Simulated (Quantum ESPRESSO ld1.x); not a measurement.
Results of a calculation; reference values are marked as such.
Numerical settings for the rubidium ion Rb+, [Kr]. Code: ld1.x of Quantum ESPRESSO 7.5. Model: Dirac Kohn-Sham, PW91, spin-unpolarised, spherical densities, point nucleus. With the defaults (dx = 0.008, xmin = -8.0, rmax = 100, beta = 0.2, tr2 = 1e-14) the mesh has 2029 points, the cycle takes 38 iterations, E = -2981.887321 hartree and the 4p3/2 eigenvalue is -0.78719 hartree. The mesh is r = exp(xmin + i dx)/Z up to rmax; beta is the mixing and tr2 the threshold. One setting is changed at a time.

change,mesh points,iterations,change of E (mhartree),change of e(4p3/2) (mhartree)
dx = 0.02,811,38,-5.231,-0.004
dx = 0.0125,1299,39,-1.435,-0.001
xmin = -4,1529,24,-83.750,+0.003
xmin = -5,1653,35,-4.523,0.000
rmax = 8,1713,61,+0.001,+0.001
rmax = 15,1791,39,+0.001,0.000
beta = 1,2029,11,0.000,0.000
beta = 0.05,2029,89,+0.001,0.000
tr2 = 0.0001,2029,15,+57.382,+0.140
tr2 = 1e-06,2029,20,+1.812,+0.004
